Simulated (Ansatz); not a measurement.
Consider the ligand exchange at the Si–C bond: `NC([TeH])[SiH2]F` + `BCS` → `BCS[SiH2]F` + `NC[TeH]`.

Gas-phase electronic energies from Ansatz, PBE0-D4/def2-TZVP geometries. CCSD(T)/CBS is the MP2 limit (def2-TZVPP, def2-QZVPP) plus CCSD(T) − MP2 in def2-TZVPP, frozen cores. Functionals use def2-TZVPP. B3LYP here is the variant with VWN-RPA as its local correlation; programs differ in this. def2 core potentials past Kr. For Te outer-core shells are correlated without core-valence functions, which leaves a few kJ/mol of doubt a bond. Each species was taken in one conformer, which may not be the lowest.

| level | ΔE (kJ/mol) |
| --- | --- |
| B3LYP | -55.7 |
| CCSD/CBS(def2) | -57.1 |

Problem. What does CCSD(T)/CBS give? (Best estimate.)

Solution. The calculation gave: -53.6 kJ/mol. The listed levels differ from it by -2.1, -3.5 kJ/mol.

Largest T1 diagnostic among the species: 0.012.

In def2-TZVPP, CCSD(T) changes the Hartree–Fock value by +19.5 kJ/mol (the triples alone add +3.5 kJ/mol) and MP2 by +19.4 kJ/mol. The D4 term adds +4.8 kJ/mol with B3LYP and +2.6 kJ/mol with PBE0; it sums over pairs of atoms, weighted by their polarisabilities, and B3LYP, whose exchange is more repulsive, gets the larger term.
